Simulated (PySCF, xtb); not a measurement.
BFO, SMILES O=BF.

Coordinates come from a PBE-D3(BJ)/def2-TZVP optimisation.

Method: PySCF with IEF-PCM-M06-2X/def2-SVP.

The values are the electrostatic part of the solvation free energy, E(continuum) − E(gas) at the gas-phase geometry, in a cavity of scaled van der Waals radii (PySCF's table); cavitation and dispersion terms are not included. In vacuum the orbital gap is 12.57 eV. The dipole moment in vacuum is 2.00 D.

Computed values in water (ε = 78.36), diethylether (ε = 4.24), benzene (ε = 2.27):
```tsv
solvent	ε	ΔG(elec) (kcal/mol)	dipole (D)	gap (eV)
water	78.36	-3.7	2.36	12.93
diethylether	4.24	-2.5	2.24	12.81
benzene	2.27	-1.6	2.16	12.73
```

For comparison, GFN2-xTB/ALPB(water) (xtb, at the GFN2-xTB geometry, all terms of that model) gives 0.3 kcal/mol.
